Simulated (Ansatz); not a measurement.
```xyz
18

C     1.3411    0.0000    0.2088
C     0.6705    1.1614   -0.2088
C    -0.6705    1.1614    0.2088
C    -1.3411    0.0000   -0.2088
C    -0.6705   -1.1614    0.2088
C     0.6705   -1.1614   -0.2088
H     1.4057    0.0000    1.2240
H     2.2954    0.0000   -0.1352
H     0.7029    1.2174   -1.2240
H     1.1477    1.9878    0.1352
H    -1.1477    1.9878   -0.1352
H    -0.7029    1.2174    1.2240
H    -1.4057    0.0000   -1.2240
H    -2.2954    0.0000    0.1352
H    -1.1477   -1.9878   -0.1352
H    -0.7029   -1.2174    1.2240
H     1.1477   -1.9878    0.1352
H     0.7029   -1.2174   -1.2240
```

Basis set: cc-pVDZ (spherical functions). Left uncorrelated: 6 orbitals. Charge 0, multiplicity 1.

Computed with Ansatz (development build ahead of 0.2.0); each method stands on the lowest determinant of its kind that the runs found. Restricted open shells among the atoms or ions are ROHF, correlated in semicanonical orbitals with singles.

Q: Give the atomization energy at this shape (free ground-state atoms in the same class of orbitals less the molecule, no zero-point energy) of singlet C6H12 by RHF-MP2, RHF.

A:

| method | atomization energy |
| --- | --- |
| RHF-MP2 | 68.48 eV |
| RHF | 54.62 eV |

Caution: no unrestricted run beside it, a lower state can exist; the shape is not the minimum.
